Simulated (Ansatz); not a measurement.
BH3 (SMILES B) moved off its minimum; all values from Ansatz (a first-principles code), cores frozen in correlated methods.
(charge 0, multiplicity 1)
```xyz
4

B     -0.14336     0.10258     0.04848
H     -1.11247     0.08147    -0.19203
H      0.61653    -0.77968     0.87777
H      0.75416     0.55046    -0.78917
```

Q: Give the forces (eV/Å), the total energy and the dipole at CCSD(T)/aug-cc-pVTZ.

A: 
| atom | Fx | Fy | Fz |
|---|---|---|---|
| B1 | 11.411 | -2.254 | 0.957 |
| H2 | -7.588 | 0.188 | -1.092 |
| H3 | -2.209 | 2.074 | -1.202 |
| H4 | -1.613 | -0.009 | 1.337 |
Energy -26.4847 hartree, dipole 0.67 D.
